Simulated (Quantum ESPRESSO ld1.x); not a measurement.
Values are calculated unless marked as measured or tabulated.
Coherent X-ray form factor from a spherical all-electron density. Level of theory: scalar-relativistic Kohn-Sham, PBE, spin-unpolarised, spherical densities, point nucleus (ld1.x of Quantum ESPRESSO 7.5).

sin(theta)/lambda (1/angstrom)  f0 (electrons)
0.05                                    12.913
0.1                                     12.661
0.15                                    12.267
0.2                                     11.765
0.25                                    11.194
0.3                                     10.593
0.4                                      9.419
0.5                                      8.397
0.6                                      7.555
0.8                                      6.234
1                                        5.123
1.25                                     3.912
1.5                                      2.970
2                                        1.886

The species is in the configuration that NIST lists as its ground one. Which atom or ion scatters so?

Answer. The calcium ion Ca7+, [Ne] 3s2 3p1. Extrapolating in s^2 from the first two rows gives f0(0) = 13.0, near the electron count 13; among species with that count, the fall with angle is slower the higher Z, and the table is that of Z = 20; from so few rows the species is fixed only to a neighbour or two.
